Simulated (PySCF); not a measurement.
How methods differ on the excitation energy of Cl⁺

Cl⁺ [Ne] 3s2 3p4 (3P) → Cl⁺ [Ne] 3s1 3p5 (3P), as a difference of total energies. Computed with PySCF 2.14 in aug-cc-pCVTZ-DK with one added diffuse shell each of s, p, d, f type (9s8p6d4f, 91 functions), with the spin-free X2C one-electron Hamiltonian (Gaussian nucleus). Correlated levels: nothing frozen. The calculations carry no spin-orbit coupling.

| method | excitation energy (eV) |
| --- | --- |
| UHF | 14.475 |
| MP2 (all electrons) | 13.103 |
| SCS-MP2 (all electrons) | 12.945 |
| CCSD (all electrons) | 12.204 |
| CCSD(T) (all electrons) | 11.684 |

Errors of the correlated levels include the incompleteness of this basis.

**Question.** Which method comes closest to the reference value, and which is furthest?

**Answer.** The reference is 11.573 eV (measured; NIST levels, between the centres of gravity of the two terms). Closest: CCSD(T) (all electrons) (error 0.111 eV); furthest: UHF (error 2.902 eV).
